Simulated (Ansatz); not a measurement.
`C[O][Ta]([O]C)([O]C)([O]C)[O]C`, relaxed with RKS PBE-D4/def2-SVP in Ansatz from a rough embedded geometry. The force threshold is 0.03 eV/Å; the program also tests the step.

Charge 0, multiplicity 1. Ta: def2 effective core potential.

Start:

```xyz
26

C    -2.932   -1.098   -0.350
O    -2.711    0.235   -0.617
Ta   -0.267    0.166    0.134
O     0.487   -1.566   -1.263
C     1.693   -1.512   -1.987
O     0.858   -0.742    2.295
C     1.858   -1.202    1.473
O    -0.443    1.833   -1.708
C     0.860    2.355   -1.742
O    -0.973    0.186    2.200
C    -1.407    1.463    2.532
H    -2.231   -1.656   -1.085
H    -2.460   -1.411    0.642
H    -3.923   -1.427   -0.496
H     1.480   -1.284   -3.086
H     2.283   -2.444   -1.923
H     2.407   -0.720   -1.576
H     1.515   -2.085    0.854
H     2.691   -1.490    2.113
H     2.159   -0.380    0.756
H     0.853    3.248   -2.304
H     1.113    2.562   -0.670
H     1.595    1.590   -2.102
H    -2.469    1.423    2.850
H    -1.301    2.117    1.672
H    -0.735    1.838    3.387
```

| step | energy (eV) | largest force (eV/Å) | largest move (Å) |
| --- | --- | --- | --- |
| 1 | -17181.4921 | 3.875 | 0.000 |
| 2 | -17185.2573 | 3.730 | 0.195 |
| 3 | -17187.8351 | 1.726 | 0.195 |
| 4 | -17189.6822 | 2.060 | 0.195 |
| 5 | -17190.8667 | 1.268 | 0.195 |
| 6 | -17191.8531 | 1.222 | 0.199 |
| 7 | -17192.5976 | 0.428 | 0.195 |
| 8 | -17193.0055 | 0.569 | 0.194 |
| 9 | -17193.2759 | 0.642 | 0.200 |
| 10 | -17193.4683 | 0.409 | 0.194 |
| 11 | -17193.5793 | 0.545 | 0.200 |
| 13 | -17193.6928 | 0.236 | 0.200 |
| 15 | -17193.7173 | 0.113 | 0.147 |
| 17 | -17193.7399 | 0.350 | 0.164 |
| 19 | -17193.7682 | 0.433 | 0.195 |
| 21 | -17193.8003 | 0.035 | 0.146 |
| 23 | -17193.8067 | 0.169 | 0.169 |
| 25 | -17193.8146 | 0.081 | 0.112 |
| 27 | -17193.8193 | 0.114 | 0.050 |
| 29 | -17193.8232 | 0.036 | 0.090 |
| 31 | -17193.8255 | 0.056 | 0.017 |
| 33 | -17193.8281 | 0.047 | 0.118 |
| 35 | -17193.8299 | 0.069 | 0.014 |
| 37 | -17193.8304 | 0.019 | 0.011 |

End:

```xyz
26

C    -3.050   -1.076   -0.358
O    -1.705   -0.866   -0.707
Ta   -0.254    0.225   -0.054
O     0.980   -0.605   -1.289
C     1.828   -1.516   -1.909
O     0.874   -0.384    1.419
C     2.134   -0.994    1.517
O    -0.009    1.941   -0.887
C     0.698    2.481   -1.973
O    -1.372    0.922    1.357
C    -1.525    1.031    2.738
H    -3.209   -2.131   -0.045
H    -3.363   -0.407    0.476
H    -3.707   -0.876   -1.234
H     1.902   -1.304   -2.999
H     1.456   -2.561   -1.793
H     2.859   -1.473   -1.488
H     2.121   -2.036    1.122
H     2.443   -1.044    2.584
H     2.921   -0.431    0.964
H    -0.010    2.859   -2.744
H     1.326    3.335   -1.636
H     1.360    1.720   -2.446
H    -2.454    0.523    3.082
H    -1.589    2.100    3.043
H    -0.655    0.567    3.259
```

Run time 29 s (11 threads of an AMD EPYC 7R13 on a shared host and a whole NVIDIA H100 80 GB); peak host memory 0.96 GiB.
